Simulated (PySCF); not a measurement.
Sn(H)3(NHMe) (CH7NSn), SMILES [SnH3][NH]C. Coordinates come from a PBE-D3(BJ)/def2-SVP optimisation. The def2 effective core potentials stand for the cores of Sn; spin–orbit coupling is left out.

All values below come from PySCF with PBE-D3(BJ)/def2-SVP.

Harmonic wavenumbers (cm⁻¹): 100, 168, 201, 455, 470, 480, 625, 661, 679, 698, 1043, 1094, 1097, 1317, 1391, 1417, 1439, 1792, 1859, 1874, 2871, 2965, 3018, 3454. Rotational constants (GHz): 23.80, 2.901, 2.757; symmetry number 1.

Problem. Work out the zero-point energy and the ideal-gas rigid-rotor harmonic-oscillator thermochemistry at 298.15 K and 1 atm.

Solution. ZPE = ½ Σ hcν = ½ × 31170 cm⁻¹ = 44.56 kcal/mol. H − E(el) = 48.99 kcal/mol. Entropy in cal/(mol K): translation 40.96, rotation 24.94, vibration 11.95, total 77.85. G − E(el) = 25.78 kcal/mol. Cp = 22.57 cal/(mol K). Modes under 150 cm⁻¹ make the vibrational entropy uncertain.
